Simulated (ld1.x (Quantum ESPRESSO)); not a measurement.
carbon (C), TM: configuration errors across variants

ld1.x (Quantum ESPRESSO) 7.5 input, shortened:

```
&input
   title='C', zed=6., rel=1, dft='PBESOL', iswitch=3,
   config='[He] 2s2 2p2'
 /
 &inputp
   pseudotype=2, tm=.true., lloc=-1, rcloc=2.50,
   nlcc=.true., new_core_ps=.true.
 /
2
2S  1  0   2.00   0.00  0.95  0.95  0.0
2P  2  1   2.00   0.00  2.55  2.55  0.0
 &test
   configts(1)='2s2 2p2'
 /
```

All-electron excitation energies from the reference (eV): (1) 2s2 2p1 10.789; (2) 2s2 2p0 34.807; (3) 2s1 2p0 82.771; (4) 2s1 2p3 8.427; (5) 2s1 2p2 19.502; (6) 2s2 2p1.5 3.933; (7) 2s0 2p4 16.873.

Errors AE − PS in meV (a dash: test not solved or not reliable):

| change | (1) | (2) | (3) | (4) | (5) | (6) | (7) | bound ghosts |
| --- | --- | --- | --- | --- | --- | --- | --- | --- |
| base | +72 | +677 | +1356 | -16 | -78 | +9.6 | -63 | none |
| wave 2s (bound): rc 0.95 bohr becomes 2s (bound): rc 0.62 bohr | +70 | +665 | +1325 | -19 | -83 | +9.3 | -79 | none |
| wave 2s (bound): rc 0.95 bohr becomes 2s (bound): rc 0.68 bohr | +71 | +674 | +1342 | -18 | -82 | +9.6 | -74 | none |
| wave 2s (bound): rc 0.95 bohr becomes 2s (bound): rc 0.78 bohr | +72 | +680 | +1353 | -17 | -80 | +9.7 | -67 | none |
| wave 2s (bound): rc 0.95 bohr becomes 2s (bound): rc 0.90 bohr | +72 | +679 | +1355 | -16 | -79 | +9.7 | -64 | none |
| wave 2s (bound): rc 0.95 bohr becomes 2s (bound): rc 0.96 bohr | +72 | +677 | +1356 | -16 | -78 | +9.6 | -63 | none |
| wave 2s (bound): rc 0.95 bohr becomes 2s (bound): rc 1.08 bohr | +72 | +677 | +1356 | -16 | -79 | +9.6 | -63 | none |
| wave 2s (bound): rc 0.95 bohr becomes 2s (bound): rc 1.22 bohr | +73 | +683 | +1356 | -17 | -80 | +9.8 | -66 | none |
| wave 2s (bound): rc 0.95 bohr becomes 2s (bound): rc 1.32 bohr | +73 | +690 | +1355 | -17 | -82 | +9.9 | -70 | none |
| wave 2s (bound): rc 0.95 bohr becomes 2s (bound): rc 1.42 bohr | +75 | +699 | +1354 | -19 | -86 | +10 | -75 | none |

Give the same row for: wave 2s (bound): rc 0.95 bohr becomes 2s (bound): rc 1.16 bohr.

+72, +680, +1356, -16, -79, +9.7, -64; bound ghosts: none.
